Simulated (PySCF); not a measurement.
A mixed set of molecules.

All values: CAM-B3LYP/def2-SVPD (PySCF) at PBE0-D3(BJ)/def2-SVP geometries, gas phase, one conformer each. Core orbitals are frozen in the response; Δα² is half the sum of the squared differences of the principal polarisabilities.

Question: Rank by HOMO energy, lowest first.
A. `N#C[C@@H]1CC[C@H]1[SiH2]O[SiH3]`
B. `B[C@@H]1CC[BH2-][N+]1(C)C`
C. `C#C[Si@@H]1CC[Si@H](NC)O1`

Answer: A (-9.68 eV), B (-8.70 eV), C (-8.13 eV).

Question: Rank by dipole moment, highest first.
A. `[N:1]#[C:2][C@@H:3]1[CH2:4][CH2:5][C@H:6]1[SiH2:7][O:8][SiH3:9]` with C5–C6–Si7–O8 56°, C6–Si7–O8–Si9 -99°, C2–C3–C4–C5 -140°, C3–C4–C5–C6 18°, C4–C5–C6–Si7 -138°, C2–C3–C6–C5 140°
B. `[BH2:1][C@@H:2]1[CH2:3][CH2:4][BH2-:5][N+:6]1([CH3:7])[CH3:8]` with H–B1–C2–C3 128° and -53°, B1–C2–C3–C4 -166°, C2–C3–C4–B5 5°, C3–C4–B5–N6 20°, C4–B5–N6–C7 80°
C. `[CH3:1][CH2:2][C:3]([C:4](=[O:5])[Cl:6])=[C:7]([CH3:8])[CH3:9]` with C1–C2–C3–C4 92°, C2–C3–C4–O5 168°
D. `[CH:1]#[C:2][Si@@H:3]1[CH2:4][CH2:5][Si@H:6]([NH:7][CH3:8])[O:9]1` with C5–Si6–N7–C8 67°, C2–Si3–C4–C5 -143°, Si3–C4–C5–Si6 35°, C4–C5–Si6–N7 80°, C5–Si6–O9–Si3 17°

Answer: A (4.45 D), C (4.11 D), B (3.84 D), D (1.94 D).

Question: Rank by mean static polarisability, lowest first.
A. `C(Cl)(=O)C(=C(C)C)CC`
B. `C#C[Si@H]1O[Si@@H](NC)CC1`
C. `B[C@@H]1CC[BH2-][N+]1(C)C`

Answer: C (14.13 Å³), A (15.59 Å³), B (16.84 Å³).

All values together:

| SMILES | formula | μ (D) | HOMO (eV) | LUMO (eV) | α (Å³) | Δα (Å³) | electrons | α per electron (Å³) | ΔSCF removal energy (eV) |
| --- | --- | --- | --- | --- | --- | --- | --- | --- | --- |
| B[C@@H]1CC[BH2-][N+]1(C)C | C5H15B2N | 3.84 | -8.70 | -0.80 | 14.13 | 2.12 | 62 | 0.228 | 9.58 |
| C#C[Si@@H]1CC[Si@H](NC)O1 | C5H11NOSi2 | 1.94 | -8.13 | 0.75 | 16.84 | 4.82 | 84 | 0.200 | 8.82 |
| N#C[C@@H]1CC[C@H]1[SiH2]O[SiH3] | C5H11NOSi2 | 4.45 | -9.68 | 0.52 | 16.79 | 3.73 | 84 | 0.200 | 10.27 |
| CCC(C(=O)Cl)=C(C)C | C7H11ClO | 4.11 | -8.80 | -0.71 | 15.59 | 7.77 | 78 | 0.200 | 9.36 |

Conformers: `[BH2:1][C@@H:2]1[CH2:3][CH2:4][BH2-:5][N+:6]1([CH3:7])[CH3:8]` with H–B1–C2–C3 128° and -53°, B1–C2–C3–C4 -166°, C2–C3–C4–B5 5°, C3–C4–B5–N6 20°, C4–B5–N6–C7 80°; `[CH:1]#[C:2][Si@@H:3]1[CH2:4][CH2:5][Si@H:6]([NH:7][CH3:8])[O:9]1` with C5–Si6–N7–C8 67°, C2–Si3–C4–C5 -143°, Si3–C4–C5–Si6 35°, C4–C5–Si6–N7 80°, C5–Si6–O9–Si3 17°; `[N:1]#[C:2][C@@H:3]1[CH2:4][CH2:5][C@H:6]1[SiH2:7][O:8][SiH3:9]` with C5–C6–Si7–O8 56°, C6–Si7–O8–Si9 -99°, C2–C3–C4–C5 -140°, C3–C4–C5–C6 18°, C4–C5–C6–Si7 -138°, C2–C3–C6–C5 140°; `[CH3:1][CH2:2][C:3]([C:4](=[O:5])[Cl:6])=[C:7]([CH3:8])[CH3:9]` with C1–C2–C3–C4 92°, C2–C3–C4–O5 168°.
